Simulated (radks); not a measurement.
Q: Isoelectronic series with 12 electrons, all held in the configuration [Ne] 3s2, which need not be the ground one along the series. Method: non-relativistic Kohn-Sham, PBE, spin-unpolarised, spherical densities, point nucleus; computed with a radial shooting solver on a logarithmic mesh with Libxc functionals. Total energies (hartree) and screening constants sigma, defined by e = -(Z - sigma)^2 / (2 n^2) hartree:

| ion | E (hartree) | 3s | 2p |
|---|---|---|---|
| Mg | -199.95512 | 10.237 | 8.296 |
| Al+ | -242.01288 | 9.873 | 8.210 |
| Si2+ | -288.32973 | 9.660 | 8.137 |
| P3+ | -338.89162 | 9.514 | 8.077 |
| S4+ | -393.69128 | 9.405 | 8.029 |
| Cl5+ | -452.72444 | 9.321 | 7.989 |
| Ar6+ | -515.98832 | 9.254 | 7.955 |
| K7+ | -583.48102 | 9.198 | 7.927 |
| Ca8+ | -655.20120 | 9.152 | 7.902 |
| Sc9+ | -731.14785 | 9.112 | 7.881 |
| Ti10+ | -811.32023 | 9.078 | 7.862 |
| V11+ | -895.71775 | 9.048 | 7.846 |
| Cr12+ | -984.33995 | 9.021 | 7.831 |
| Mn13+ | -1077.18647 | 8.998 | 7.818 |
| Co15+ | -1275.55135 | 8.958 | 7.796 |
| Ni16+ | -1381.06927 | 8.941 | 7.786 |
| Cu17+ | -1490.81060 | 8.926 | 7.777 |
| Zn18+ | -1604.77520 | 8.912 | 7.769 |
| Ga19+ | -1722.96296 | 8.899 | 7.761 |
| Ge20+ | -1845.37378 | 8.887 | 7.754 |
| As21+ | -1972.00757 | 8.876 | 7.748 |
| Se22+ | -2102.86424 | 8.866 | 7.742 |

Estimate the row of Fe14+.

A: E (hartree) -1174.25702; 3s 8.977; 2p 7.806.
